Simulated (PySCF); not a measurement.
# Excitation energy of Sr by level of theory

Sr [Kr] 5s2 (1S) → Sr [Kr] 5s1 5p1 (3P), as a difference of total energies. Computed with PySCF 2.14 in x2c-TZVPPall (8s6p6d2f1g, 79 functions), with scalar relativity by spin-free X2C-1e. Correlated levels: valence: [Kr] frozen; valence and next inner shell: [Ar] 3d10 frozen. The calculations carry no spin-orbit coupling.

```json
{"method": "UHF", "excitation energy (eV)": "0.980", "error (eV)": "-0.843"}
{"method": "LDA", "excitation energy (eV)": "1.925", "error (eV)": "+0.102"}
{"method": "PBE", "excitation energy (eV)": "1.751", "error (eV)": "-0.072"}
{"method": "PBE0", "excitation energy (eV)": "1.647", "error (eV)": "-0.176"}
{"method": "r2SCAN", "excitation energy (eV)": "1.486", "error (eV)": "-0.337"}
{"method": "B3LYP", "excitation energy (eV)": "1.887", "error (eV)": "+0.064"}
{"method": "B2PLYP", "excitation energy (eV)": "1.785", "error (eV)": "-0.038"}
{"method": "BHandHLYP", "excitation energy (eV)": "1.805", "error (eV)": "-0.018"}
{"method": "BLYP", "excitation energy (eV)": "1.950", "error (eV)": "+0.127"}
{"method": "MP2 (valence)", "excitation energy (eV)": "1.437", "error (eV)": "-0.386"}
{"method": "SCS-MP2 (valence)", "excitation energy (eV)": "1.565", "error (eV)": "-0.258"}
{"method": "MP2 (valence and next inner shell)", "excitation energy (eV)": "1.769", "error (eV)": "-0.054"}
{"method": "SCS-MP2 (valence and next inner shell)", "excitation energy (eV)": "1.829", "error (eV)": "+0.006"}
```

Reference: 1.823 eV (measured; NIST levels, between the centres of gravity of the two terms).

Errors of the correlated levels include the incompleteness of this basis and the frozen core.

The basis was made for the ground configuration and has no added diffuse functions, so the excitation energy can come out too high.
